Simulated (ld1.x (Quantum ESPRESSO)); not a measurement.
Ranking TM potentials for indium (In)

All share these settings but for the change named:

In (Z = 49), norm-conserving Troullier–Martins (Kleinman–Bylander form), made with ld1.x (Quantum ESPRESSO) 7.5 (PBEsol, scalar-relativistic). Core [Kr], reference 4d10 5s2 5p0.5 (charge +0.5). Waves: 5p (bound): rc 2.60 bohr; 4d (bound): rc 1.65 bohr; 5s (bound): rc 1.65 bohr. Local part: the s channel. Core correction: a·sin(br)/r model core inside 1.50 bohr.

Cutoff: the first of the cutoffs (Ry, on a coarse ladder) from which the occupation-weighted sum of valence levels, in a spherical-Bessel basis at the reference potential, stays within 10 and 1 mRy of its value at 400 Ry; the density cutoff is not measured.

The base gives 80 Ry.

Of 5 variants that were run, those that failed, showed a ghost or another fault, or gave nearly equal values are left out.

A variant can come out equal or close to the base.

(1) Rank these variants from softest to hardest (loose cutoff).
A. all radii but the core radius scaled by about 1.10 (s 1.82, p 2.86, d 1.82 bohr)
B. all radii but the core radius scaled by about 1.36 (s 2.24, p 3.52, d 2.24 bohr)
C. all radii but the core radius scaled by about 0.91 (s 1.50, p 2.36, d 1.50 bohr)

Results:

(1) B (55 Ry), A (70 Ry), C (90 Ry).
